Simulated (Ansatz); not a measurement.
Stepwise reaction of trimethylantimony with hydrogen, as a gas-phase model of exchange steps in deposition or etching. ΔE in kJ/mol; ΔG adds harmonic PBE0-D4 terms to CCSD(T)/CBS, at 1 bar.

Gas-phase electronic energies from Ansatz, PBE0-D4/def2-TZVP geometries. CCSD(T)/CBS adds triple-zeta CCSD(T) − MP2 to the extrapolated MP2 energy (def2 sets, frozen cores). This one scheme is used for every species. Functionals use def2-TZVPP. B3LYP here is the variant with VWN-RPA as its local correlation; programs differ in this. def2 core potentials past Kr. For Sb outer-core shells are correlated without core-valence functions, which leaves a few kJ/mol of doubt a bond.

| step | reaction | PBE-D4 | B3LYP-D4 | ωB97M-V | CCSD(T)/CBS | ΔG(400 K) |
| --- | --- | --- | --- | --- | --- | --- |
| 1 | `[CH3][Sb]([CH3])[CH3]` + H₂ → `[CH3][SbH][CH3]` + CH₄ | -43.2 | -47.3 | -46.0 | -38.3 | -36.8 |
| 3 | `[CH3][SbH2]` + H₂ → `[SbH3]` + CH₄ | -51.0 | -55.0 | -54.6 | -47.1 | -39.5 |

(1) Give the row of step 2, `[CH3][SbH][CH3]` + H₂ → `[CH3][SbH2]` + CH₄. (Best estimate.)

(2) By hand: ΔE of the 3 steps together at CCSD(T)/CBS.

Results:

(1) The calculation gave: 
```
step                                      reaction  PBE-D4  B3LYP-D4  ωB97M-V  CCSD(T)/CBS  ΔG(400 K)
   2  `[CH3][SbH][CH3]` + H₂ → `[CH3][SbH2]` + CH₄   -47.3     -51.4    -50.6        -42.9      -38.4
```

(2) (-38.3) + (-42.9) + (-47.1) = -128.3 kJ/mol, or -42.8 kJ/mol a step.

In ΔE each step is lower than the one before. All are downhill at CCSD(T)/CBS. ΔG lies between -39.5 and -36.8 kJ/mol a step. PBE-D4 differs from CCSD(T)/CBS by -4.9 to -3.9 kJ/mol a step. Only this route is followed, and other bonds may react first. Isolated molecules leave out the surface, adducts and barriers. Largest T1 diagnostic: 0.014.
